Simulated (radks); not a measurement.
Values are calculated unless marked as measured or tabulated.
Problem. Rh4+, configuration [Kr] 4d5. Code: a radial shooting solver on a logarithmic mesh with Libxc functionals. Model: scalar-relativistic Kohn-Sham, r2SCAN, spin-polarised, spherical densities, finite nucleus; open shells are filled with parallel spins first (spin-orbit coupling, left out, can overturn this in heavy ions); meta-GGA in the generalised Kohn-Sham scheme; Fermi nuclear charge, rms radius 4.4945 fm. Some entries of the table are withheld. Estimate them.

orbital  occ.  eigenvalue (eV)  <r^2> (bohr^2)
1s down     1        -23139.80        0.001439
1s up       1        -23139.77        0.001439
2s up       1        -3415.361         0.02373
2s down     1        -3413.946         0.02372
2p up       3        -3063.642         0.01870
2p down     3        -3062.608         0.01869
3s up       1        -660.3884          0.1737
3s down     1        -660.0112          0.1737
3p up       3        -543.8776          0.1765
3p down     3        -543.3445          0.1765
3d up       5        -358.2973          0.1638
3d down     5        -357.1961          0.1636
4s up       1        -139.6095             (1)
4s down     1        -134.0741             (2)
4p up       3        -106.1062           1.267
4p down     3        -100.2140           1.255
4d up       5              (3)           1.947
4d down     0              (4)           1.964

Solution. 
(1) 4s up <r^2> (bohr^2): 1.066
(2) 4s down <r^2> (bohr^2): 1.055
(3) 4d up eigenvalue (eV): -56.9179
(4) 4d down eigenvalue (eV): -50.5235
